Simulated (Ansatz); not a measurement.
```yaml
crystal:
  periodic: [true, true, true]
  atoms:
    - {symbol: C, position_ang: [-0.004066, -1.821683, -1.548493]}
    - {symbol: N, position_ang: [0.087621, -1.360405, -0.153599]}
    - {symbol: C, position_ang: [0.254612, -2.517130, 0.737982]}
    - {symbol: Al, position_ang: [-1.335315, -0.142356, 0.396737]}
    - {symbol: Cl, position_ang: [-2.867857, -0.008917, -1.066022]}
    - {symbol: N, position_ang: [-0.076333, 1.343959, 0.264405]}
    - {symbol: C, position_ang: [-0.247301, 2.189304, -0.928522]}
    - {symbol: C, position_ang: [-0.031010, 2.190084, 1.465585]}
    - {symbol: Al, position_ang: [1.390857, 0.061169, 0.150278]}
    - {symbol: Cl, position_ang: [2.601315, 0.398768, -1.560568]}
    - {symbol: H, position_ang: [-0.128682, -0.979222, -2.228867]}
    - {symbol: H, position_ang: [-0.861836, -2.488233, -1.677201]}
    - {symbol: H, position_ang: [0.905783, -2.355980, -1.837162]}
    - {symbol: H, position_ang: [1.165788, -3.070975, 0.488913]}
    - {symbol: H, position_ang: [-0.594769, -3.202345, 0.648250]}
    - {symbol: H, position_ang: [0.324222, -2.190719, 1.776221]}
    - {symbol: H, position_ang: [-1.745011, -0.399701, 1.902247]}
    - {symbol: H, position_ang: [-0.283584, 1.582057, -1.833019]}
    - {symbol: H, position_ang: [-1.180145, 2.757277, -0.866563]}
    - {symbol: H, position_ang: [0.587512, 2.889425, -1.026198]}
    - {symbol: H, position_ang: [0.803486, 2.896976, 1.411298]}
    - {symbol: H, position_ang: [0.095852, 1.577078, 2.358589]}
    - {symbol: H, position_ang: [-0.957012, 2.764956, 1.570756]}
    - {symbol: H, position_ang: [2.095874, -0.113358, 1.554962]}
basis:
  gaussian: {orbitals: def2-SVP}
hamiltonian: {xc: {name: revPBE0}}
output: {forces: true}
```

```sh
$ ansatz run in.yaml --threads 4 --pin off --events-out ev --progress --plain --max-ram 41984MiB --backend cpu
```

Output, abridged:

```
Error: YAML parse error: error: line 2 column 3: crystal: missing field `lattice` (a structure is typed as `lattice` and `atoms`, a molecule's as `atoms` in Å alone, or read from a run's directory, `checkpoint`)
 --> <input>:2:3
1 | crystal:
2 |   periodic: [true, true, true]
3 |   atoms:
4 |     - {symbol: C, position_ang: [-0.004066, -1.821683, -1.548493]}
```

Question: Something in this input is off. What?

Answer: The molecule is marked periodic without a cell. The program refused the input.
